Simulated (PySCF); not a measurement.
Working out the excitation energy of Li

Li [He] 2s1 (2S) → Li [He] 2p1 (2P). Calculation: PySCF 2.14, in aug-cc-pCVTZ-DK (7s6p4d2f, 59 functions); scalar relativity by spin-free X2C-1e. Frozen: nothing. Energies in hartree (1 hartree = 27.21139 eV):

| part | Li (lower) | Li (upper) |
| --- | --- | --- |
| UHF | -7.433380 | -7.365670 |
| CCSD correlation | -0.041562 | -0.041264 |
| (T) | -0.000022 | -0.000018 |

Problem. What does Hartree-Fock give?

Solution. (-7.365670) − (-7.433380) = 0.067710 hartree = 1.842 eV.

Problem. What do CCSD and CCSD(T) give?

Solution. The CCSD correlation energies differ by 0.000298 hartree = 0.008 eV and the triples by 0.000004 hartree = 0.000 eV, so CCSD gives 1.850 eV and CCSD(T) 1.850 eV.

Measured between the centres of the two terms (NIST): 1.848 eV, so CCSD(T) (valence and next inner shell) is off by 0.002 eV.

What remains against the reference includes basis incompleteness and higher excitations.
